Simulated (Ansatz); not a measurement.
Calculated with Ansatz (gas phase, PBE0-D4/def2-TZVP geometries, no zero-point term in ΔE). CCSD(T)/CBS is the MP2 limit (def2-TZVPP, def2-QZVPP) plus CCSD(T) − MP2 in def2-TZVPP, frozen cores. This one scheme is used for every species. DFT in def2-TZVPP. HSE06 is defined as in plane-wave codes. One conformer a species, not always the lowest.

Reaction (ligand exchange at the Al–C bond): `[CH3][AlH][CH]=N` + `N=C=O` → `[CH3][AlH][N]=C=O` + `C=N`

Is it downhill or uphill in electronic energy at CCSD(T)/CBS, and by how much? (Best estimate.)

Computed: Downhill: ΔE = -38.9 kcal/mol.

What do these levels give: PBE-D4, revPBE-D4, r2SCAN-D4, PBE0-D4, B2PLYP, HSE06, MP2/def2-SVP, CCSD/def2-SVP, CCSD/def2-TZVPP, MP2/def2-QZVPP, SCS-MP2/def2-QZVPP, HF/CBS(def2)? (Estimate.)

The calculation gave: PBE-D4 -36.0, revPBE-D4 -35.7, r2SCAN-D4 -39.0, PBE0-D4 -37.9, B2PLYP -39.8, HSE06 -38.0, MP2/def2-SVP -41.3, CCSD/def2-SVP -41.1, CCSD/def2-TZVPP -40.0, MP2/def2-QZVPP -40.2, SCS-MP2/def2-QZVPP -40.3, HF/CBS(def2) -44.2 kcal/mol.

Largest T1 diagnostic among the species: 0.018.

From BLYP to BHLYP (50 % exact exchange), in def2-TZVPP and without D4, ΔE moves by −3.7 kcal/mol. In def2-TZVPP, CCSD(T) changes the Hartree–Fock value by +5.0 kcal/mol (the triples alone add +0.9 kcal/mol) and MP2 by +3.8 kcal/mol. At CCSD(T), def2-SVP lies −1.3 kcal/mol from the extrapolated value and def2-TZVPP −0.2 kcal/mol.
